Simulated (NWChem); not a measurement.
Molecule: C2H4BFO2; SMILES C=C(F)B(O)O

```xyz
10

C     -1.2478    -1.4982     0.0000
C     -0.1294    -0.7760     0.0000
F      1.0731    -1.4052     0.0000
B      0.0091     0.7924     0.0000
O     -1.1087     1.5563     0.0000
O      1.2431     1.3597     0.0000
H     -1.2277    -2.5910     0.0000
H     -2.2080    -0.9805     0.0000
H     -0.8993     2.4969     0.0000
H      1.9342     0.6869     0.0000
```
Atoms are numbered in this order, from 1.

Level: PBE0/def2-SVP (NWChem), optimised geometry, unscaled harmonic frequencies. 

List the harmonic frequencies with IR intensities, and the thermochemistry.


```
frequency (cm⁻¹)  IR intensity (km/mol)
----------------  ---------------------
77                                  3.5
178                                 5.2
327                                 2.0
338                                 9.0
441                                 5.1
503                                22.2
536                               180.5
605                                 5.4
703                                80.0
718                                30.5
770                                 5.8
919                                49.9
943                                47.1
1012                              138.1
1032                               91.6
1217                               74.7
1360                               31.4
1427                              442.6
1502                              238.2
1746                               19.9
3186                                1.3
3301                                0.3
3886                              111.4
3902                              102.8
```

```
Quantity                                                                           Result
-----------------------------------------------------------------------  ----------------
zero-point energy                                                           43.8 kcal/mol
thermal correction to the enthalpy at 298.15 K (with zero-point energy)     48.3 kcal/mol
heat capacity Cv                                                         22.3 cal/(mol K)
entropy at 298.15 K and 1 atm (symmetry number 1)                        78.7 cal/(mol K)
dipole moment                                                                      0.62 D
```

Rigid rotor and harmonic oscillator; modes under 100 cm⁻¹ make the entropy uncertain.
